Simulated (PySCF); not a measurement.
A run for PySCF: D3(BJ) and D4 dispersion corrections on C2H3N (SMILES CC#N).

```python
from pyscf import gto
from pyscf.dispersion import dftd3, dftd4

mol = gto.M(
    atom='''
    C    -0.66686913   -0.63005736    3.69109046
    C     0.50122141    0.19423073    3.43624003
    N     1.41888119    0.84438635    3.19656742
    H    -1.37861083   -0.09236882    4.31761387
    H    -1.14213782   -0.87802457    2.74042043
    H    -0.37544388   -1.55116639    4.19593270
    ''',
    basis='def2-svp',
    charge=0, spin=0, verbose=0, max_memory=1800)
d3, d4 = {}, {}
for xc in ['hf', 'pbe', 'blyp', 'revpbe', 'tpss', 'r2scan', 'b3lyp', 'pbe0', 'bhlyp', 'camb3lyp', 'b2plyp']:
    d3[xc] = float(dftd3.DFTD3Dispersion(mol, xc=xc, version='d3bj', atm=False).get_dispersion()['energy'])
    print(f'D3(BJ) {xc:10s} {d3[xc]:14.8f} Eh')
for xc in ['hf', 'pbe', 'blyp', 'revpbe', 'tpss', 'r2scan', 'b3lyp', 'pbe0', 'bhlyp', 'camb3lyp', 'b2plyp']:
    d4[xc] = float(dftd4.DFTD4Dispersion(mol, xc={'camb3lyp': 'cam-b3lyp'}.get(xc, xc), atm=True).get_dispersion()['energy'])
    print(f'D4     {xc:10s} {d4[xc]:14.8f} Eh')
```

Output:

```
D3(BJ) hf            -0.02707551 Eh
D3(BJ) pbe           -0.00281636 Eh
D3(BJ) blyp          -0.00590777 Eh
D3(BJ) revpbe        -0.00760220 Eh
D3(BJ) tpss          -0.00345603 Eh
D3(BJ) r2scan        -0.00072055 Eh
D3(BJ) b3lyp         -0.00477765 Eh
D3(BJ) pbe0          -0.00232577 Eh
D3(BJ) bhlyp         -0.00360842 Eh
D3(BJ) camb3lyp      -0.00196465 Eh
D3(BJ) b2plyp        -0.00210611 Eh
D4     hf            -0.00980821 Eh
D4     pbe           -0.00236756 Eh
D4     blyp          -0.00546683 Eh
D4     revpbe        -0.00888884 Eh
D4     tpss          -0.00321934 Eh
D4     r2scan        -0.00056601 Eh
D4     b3lyp         -0.00380158 Eh
D4     pbe0          -0.00194775 Eh
D4     bhlyp         -0.00254749 Eh
D4     camb3lyp      -0.00192055 Eh
D4     b2plyp        -0.00163860 Eh
```

The run finished.

Cost: roughly 0.020 core-seconds.
